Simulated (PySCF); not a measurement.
Input of a run (PBE0-D3(BJ)/def2-SVP geometry optimisation, gas phase (PySCF 2.14.0)), started from GFN2-xTB:
```
{"job": {"xc": "PBE0", "basis": "def2-SVP", "d3": "d3bj", "grid": 1, "shake": 0.01, "kind": "geom"}, "charge": 0, "multiplicity": 1}
O     -2.821910    -0.403850     0.129320
C     -1.666810    -0.571140     0.230970
Si    -0.375970     0.791170    -0.183890
C      1.385350    -0.118180    -0.055440
Cl     1.582340    -0.736000     1.591170
Cl     1.360480    -1.495940    -1.176550
Cl     2.708670     0.953000    -0.458110
H     -1.276830    -1.547620     0.578340
H     -0.491970     1.271050    -1.527950
H     -0.352920     1.836600     0.851080
```

Output (energies in Eh, forces in Eh/bohr):
```
step   0  E = -1821.91120933  max force = 0.062201
step   1  E = -1821.91644722  max force = 0.011716
step   2  E = -1821.91699039  max force = 0.002840
step   3  E = -1821.91704035  max force = 0.003622
step   4  E = -1821.91712242  max force = 0.000878
step   5  E = -1821.91712998  max force = 0.000496
step   6  E = -1821.91713390  max force = 0.000155
optimisation converged
```

Question: Summarise the run.

Answer: The energy falls by 3.7 kcal/mol over 7 energy and gradient evaluations, the largest force component goes from 0.0622 to 1.5e-04 Eh/bohr, and the atoms move by 0.086 Å rms after alignment. The bond that changes most is Si3–C4 (SiH2 silicon to CCl3 carbon), which shortens by 0.071 Å. Bonds longer at the end by more than 0.005 Å: 8 of 9; shorter: 1. Among the angles that change most is O1–C2–Si3, from 122.8° to 119.1°. Among the dihedrals that turn most is H8–C2–Si3–H10, from -106° to -119°. The energy never rose by more than 1e-6 Eh on the way. The first step brought 88 % of the lowering.

Question: What are the final bond lengths?

Answer: O1=C2 1.205 Å, C2–Si3 1.931 Å, Si3–C4 1.915 Å, C4–Cl5 1.785 Å, C4–Cl6 1.785 Å, C4–Cl7 1.775 Å, C2–H8 1.124 Å, Si3–H9 1.488 Å, Si3–H10 1.488 Å. Numbering counts from 1 in the input's order; the species is `O=C[SiH2]C(Cl)(Cl)Cl`.

The run used 129 basis functions and 50 SCF cycles in all.

Not checked by PBE0-D3(BJ)/def2-SVP frequencies. One conformer, not necessarily the lowest.
